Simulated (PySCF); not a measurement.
Ionising InPb

PBE0; In def2-SVP with ECP28, Pb def2-SVP with ECP60; scalar-relativistic core potentials (PySCF 2.14). Neutral (UKS): quartet (σ ↑, π ↑↑), Re = 2.907 Å, ωe = 129 cm⁻¹, De = 1.92 eV, HOMO -4.90 eV, LUMO -2.50 eV.

InPb⁺ (UKS): triplet (σ ↑, π ↑), Re = 3.307 Å, ωe = 75.1 cm⁻¹. The energies at the minima are -383.01294 hartree for InPb and -382.77442 for InPb⁺.

Work out the adiabatic ionisation energy, without and with harmonic zero-point energies (1 hartree = 27.2114 eV, 1 eV = 8065.5 cm⁻¹), and the change of the bond length.

At PBE0: 0.23852 hartree = 6.490 eV between the minima; the zero-point term (75.1 − 129.0)/2 cm⁻¹ = -0.003 eV makes it 6.487 eV. Re changes by +40.0 pm against the neutral. The electron leaves a π orbital, and the ion is left as a loose complex of an ion and an atom.

Spin–orbit coupling is left out, which matters for elements this heavy, above all for dissociation energies. States were picked by a PBE0 search and need not be the measured ground states.
